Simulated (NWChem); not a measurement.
# CH₄F₂OSn; SMILES [CH3][Sn]([OH])([F])[F]

```xyz
9

C      0.0175    -2.1242    -0.0775
Sn     0.0096    -0.0134     0.0222
O      0.0206     0.8697    -1.7263
F     -1.5001     0.6900     1.0006
F      1.4985     0.6985     1.0260
H      0.9181    -2.4936     0.4296
H     -0.8833    -2.4999     0.4245
H      0.0215    -2.4254    -1.1329
H      0.0067     1.8321    -1.6537
```
Atoms are numbered in this order, from 1.

Program: NWChem. The geometry was optimised at PBE0/def2-SVP. Not confirmed as a minimum by frequencies. def2 effective core potentials on Sn; no spin-orbit coupling. Field at 589 nm.

### Question
Predict the results for B3LYP/def2-SVP (core potentials). Quantities: isotropic polarisability (bohr³); anisotropy (bohr³).

### Answer
```json
{
 "isotropic polarisability (bohr³)": "43.8",
 "anisotropy (bohr³)": "14.0"
}
```
